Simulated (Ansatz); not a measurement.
`B/N=C\Cl` + `O=[C](O)[GeH3]` → `BO[C](=O)[GeH3]` + `N=CCl` at 400 K and 1 bar (ligand exchange at a B–N bond).

Isolated molecules relaxed with PBE0-D4/def2-TZVP in Ansatz; ΔE leaves out vibrations. CCSD(T)/CBS adds triple-zeta CCSD(T) − MP2 to the extrapolated MP2 energy (def2 sets, frozen cores). This one scheme is used for every species. For Ge outer-core shells are correlated without core-valence functions, which leaves a few kJ/mol of doubt a bond. Scalar relativity is left out up to krypton. Each species was taken in one conformer, which may not be the lowest.

| species | CCSD(T)/CBS energy (Eh) | H − E (kJ/mol) | S (J/(mol·K)) |
| --- | --- | --- | --- |
| `B/N=C\Cl` | -579.12291 | 135.9 | 317.9 |
| `O=[C](O)[GeH3]` | -2266.90720 | 150.8 | 358.6 |
| `BO[C](=O)[GeH3]` | -2292.31995 | 186.4 | 392.1 |
| `N=CCl` | -553.70684 | 99.7 | 275.2 |

H − E and S are ideal-gas, rigid-rotor, harmonic terms from PBE0-D4/def2-TZVP, for one conformer and one mirror image of each species. 1 Eh = 2625.50 kJ/mol, R = 8.31446 J/(mol·K).

By hand: ΔE, ΔH, ΔS and ΔG.

ΔE = (-2292.31995) + (-553.70684) − (-579.12291) − (-2266.90720) = 0.00332 Eh = 8.7 kJ/mol. Δ(H − E) = 186.4 + 99.7 − 135.9 − 150.8 = -0.6, so ΔH = 8.1 kJ/mol. ΔS = 392.1 + 275.2 − 317.9 − 358.6 = -9.2 J/(mol·K). ΔG = 8.1 − 400 × (-9.2)/1000 = 11.8 kJ/mol.

By hand: the equilibrium constant, and the temperature at which ΔG would vanish if ΔH and ΔS stayed fixed.

log₁₀ K = −ΔG/(RT ln 10) = -1.5. ΔH and −TΔS have one sign here, so there is no such temperature.

TΔS isn't small against ΔH here. A doubt of 5 kJ/mol in ΔE shifts log₁₀ K by 0.7 here. Other conformers and mirror images would add mixing entropy, several J/(mol·K) or more a flexible species. Modes under 60 cm⁻¹, often nearly free rotors, make the harmonic entropy too high. These are equilibria of isolated gas molecules and say nothing of rates. Largest T1 diagnostic: 0.015 (customary marks: 0.02 for closed shells, 0.045 for open ones).

ΔS is within the doubt of such terms, so its sign, and with it that verdict, could turn.
